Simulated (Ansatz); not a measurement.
Frontier orbitals of C₂H₄SSi (`C=C1[SiH2]S1`).

Cartesian coordinates in Å:
```
C -0.318 1.165 1.069
C 0.122 0.349 0.125
Si 0.092 -1.163 -0.865
S 1.479 0.422 -1.039
H 0.158 2.116 1.282
H -1.184 0.894 1.661
H 0.560 -2.445 -0.294
H -0.910 -1.339 -1.939
```

The species carries charge 0 and has multiplicity 1. All single points use the PBE0-D4/def2-TZVP geometry. Basis def2-TZVPP, Ansatz 0.2.0.

Orbital energies of one run (eV). Highest occupied ones, from the top: -8.68, -10.08, -11.29, -11.35, -13.41, -14.48, -14.83, -16.92, -18.04, -22.71, -25.54, -102.95, -102.97, -103.03. Empty: 1.07, 1.50, 2.18, 2.68, 3.51, 3.78.

Question: Which functional gave them?
A. revPBE
B. PBE0
C. ωB97M-V
D. HSE06 (plane-wave form)

Answer: C. HOMO energies: ωB97M-V -8.68, revPBE -5.54, PBE0 -6.62, HSE06 -6.23 eV.
